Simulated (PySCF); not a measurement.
Rigid-rotor lines calculated for a species of formula C2H4BF3S (commonest isotopes; PBE0-D3(BJ)/def2-SVP geometry optimisation, gas phase in PySCF), labelled J(Ka,Kc):

```
     transition     MHz
2(0,2) ← 1(0,1)  4696.9
2(1,1) ← 1(1,0)  4900.0
1(1,0) ← 0(0,0)  4953.2
1(0,1) ← 0(0,0)  2354.0
2(1,2) ← 1(1,1)  4516.0
```

(1) Find the rotational constants.

(2) What moments of inertia, asymmetry and inertial defect follow?

(3) Which dipole components do these lines need?

(4) Where do these fall, and of which type are they? 3(3,0) ← 2(2,0); 3(0,3) ← 2(0,2); 3(2,2) ← 2(2,1); 4(4,1) ← 4(3,1); 2(1,1) ← 1(0,1); 4(3,1) ← 3(2,1); 4(2,3) ← 3(2,2); 4(4,0) ← 3(3,0); 4(1,3) ← 3(0,3); 3(2,1) ← 2(2,0); 4(2,2) ← 3(1,2).

(5) Which structure gave them?

Answers

(1) 1(0,1) ← 0(0,0) is B + C, 2(1,1) ← 1(1,0) is 3B + C and 2(1,2) ← 1(1,1) is B + 3C, so B − C is half the difference of the last two, 192.0 MHz. 1(1,0) ← 0(0,0) is A + B. A = 3680.2, B = 1273.0, C = 1081.0 MHz.

(2) I = 505379 MHz·u·Å² over each constant: Ia = 137.32, Ib = 397.00, Ic = 467.52 u·Å²; κ = (2B − A − C)/(A − C) = -0.852 (asymmetric top); Δ = Ic − Ia − Ib = -66.81 u·Å².

(3) μa and μc (a-type: ΔKa even, ΔKc odd; c-type: ΔKa odd, ΔKc even). The calculation gives |μa| = 0.19 D, |μb| = 0.03 D, |μc| = 0.23 D.

(4) 
```csv
transition,MHz,type,branch
"3(0,3) ← 2(0,2)",7018,a,R
"3(2,2) ← 2(2,1)",7062,a,R
"3(2,1) ← 2(2,0)",7106,a,R
"2(1,1) ← 1(0,1)",7499,c,R
"4(2,3) ← 3(2,2)",9407,a,R
"4(1,3) ← 3(0,3)",12904,c,R
"4(2,2) ← 3(1,2)",16511,c,R
"4(4,1) ← 4(3,1)",17501,c,Q
"3(3,0) ← 2(2,0)",19574,c,R
"4(3,1) ← 3(2,1)",21907,c,R
"4(4,0) ← 3(3,0)",26940,c,R
```

(5) `FCSCB(F)F`, point group C1. Three constants can't fix a structure by themselves; this is the one that was computed:
```
atom  x, y, z in Å
F1     1.786   -1.585    0.526
C2     1.661   -0.245    0.304
S3     0.727    0.115   -1.187
C4    -0.946   -0.410   -0.633
B5    -1.425    0.828    0.184
F6    -2.071    1.829   -0.382
F7    -1.144    0.957    1.473
H8     2.655    0.202    0.145
H9     1.181    0.214    1.182
H10   -1.531   -0.577   -1.547
H11   -0.854   -1.355   -0.081
```

The values belong to one conformer (point group C1) with, in the numbering `[F:1][CH2:2][S:3][CH2:4][B:5]([F:6])[F:7]`, F1–C2–S3–C4 70°, C2–S3–C4–B5 81°, S3–C4–B5–F6 89°. Not checked by PBE0-D3(BJ)/def2-SVP frequencies. Constants of a rigid frame at the computed geometry: no zero-point averaging, no centrifugal distortion. Quadrupole hyperfine structure (11B) is left out.
